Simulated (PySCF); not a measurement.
Identify the unknown among the candidates.

All candidates are C6H9N2P.

* 1H NMR: chemical shifts (computed TMS as zero) by class: 8.37 (1 H), 4.11 (3 H), 2.34 (1 H), 1.25 (2 H), 0.70 (2 H) ppm [GIAO PBE0/pcSseg-1]
* Rotational structure: rotational constants A, B, C: 3.281, 0.958, 0.791 GHz [GFN2-xTB]
* NMR, other nuclei: isotropic shieldings of nuclei other than C and H, by class: -96 (1 N), 32 (1 N), 224 (1 P) ppm [GIAO PBE0/pcSseg-1]
* 13C NMR: chemical shifts (computed TMS as zero) by class: 193.9 (1 C), 163.8 (1 C), 42.5 (1 C), 18.4 (2 C), 17.9 (1 C) ppm [GIAO PBE0/pcSseg-1]
* Dipole: 2.38 D [PBE0/pcSseg-1]

Gas-phase values; electronic properties from PySCF, density fitting. Levels stand in brackets. One conformer (not necessarily the lowest) at the GFN2-xTB geometry, without solvent, vibrations or thermal averaging. GFN2-xTB frequencies show an imaginary mode (30i cm⁻¹), so this geometry is no minimum at that level. NMR values are class means; diastereotopic atoms form classes of their own.

Question: Which candidate is it?
A. `Cn1cpc(C2CC2)n1`
B. `CN(C)c1cnccp1`
C. `Cc1nn(C2CC2)cp1`

Answer: A. It is `Cn1cpc(C2CC2)n1`. Numbering: `[CH3:1][n:2]1[cH:3][p:4][c:5]([CH:6]2[CH2:7][CH2:8]2)[n:9]1`. 6 carbons fall into 5 classes; from least to most shielded: substituted aromatic carbon [C5] (193.9 ppm), aromatic CH next to a ring nitrogen [C3] (163.8 ppm), N-methyl carbon [C1] (42.5 ppm), three-membered-ring carbon [C7/C8] (18.4 ppm, 2 C), benzylic-type carbon [C6] (17.9 ppm). Hydrogen classes from least to most shielded: 1 H on an aromatic CH next to a ring nitrogen, C3 (8.37 ppm), 3 H on an N-methyl carbon, C1 (4.11 ppm, a mean of values up to 0.7 ppm apart in this geometry), 1 H on a benzylic-type carbon, C6 (2.34 ppm), 2 H on 2 three-membered-ring carbons, C7/C8 (1.25 ppm), 2 H on 2 three-membered-ring carbons, C7/C8 (0.70 ppm). The other shieldings belong to: -96 ppm, pyridine-type nitrogen [N9]; 32 ppm, pyrrole-type nitrogen [N2]; 224 ppm, phosphorus bonded to 2 C [P4]. By its constants the optimised geometry is an asymmetric top.

The others, at the same levels:
- `Cc1nn(C2CC2)cp1` fails: its computed 13C shifts are 180.5 (1 C), 154.8 (1 C), 36.7 (1 C), 20.9 (1 C), 11.0 (2 C) ppm, 1H shifts are 8.02 (1 H), 4.31 (1 H), 2.83 (3 H), 1.04 (2 H), 0.95 (2 H) ppm and smallest rotational constant is 0.756 GHz (against 0.791 GHz).
- `CN(C)c1cnccp1` fails: its computed 13C shifts are 173.5 (1 C), 152.6 (1 C), 145.6 (1 C), 136.7 (1 C), 44.2 (2 C) ppm, 1H shifts are 8.84 (1 H), 8.57 (1 H), 8.54 (1 H), 3.29 (6 H) ppm and rotational constant A is 2.621 GHz (against 3.281 GHz).

Each candidate is one conformer, not necessarily the lowest. The conformers computed, where there is a choice (atom-mapped SMILES and torsion angles):
- `[CH3:1][n:2]1[cH:3][p:4][c:5]([CH:6]2[CH2:7][CH2:8]2)[n:9]1`: P4–C5–C6–C7 -36°
- `[CH3:1][c:2]1[n:3][n:4]([CH:5]2[CH2:6][CH2:7]2)[cH:8][p:9]1`: N3–N4–C5–C6 146°
- `[CH3:1][N:2]([CH3:3])[c:4]1[cH:5][n:6][cH:7][cH:8][p:9]1`: C1–N2–C4–C5 180°
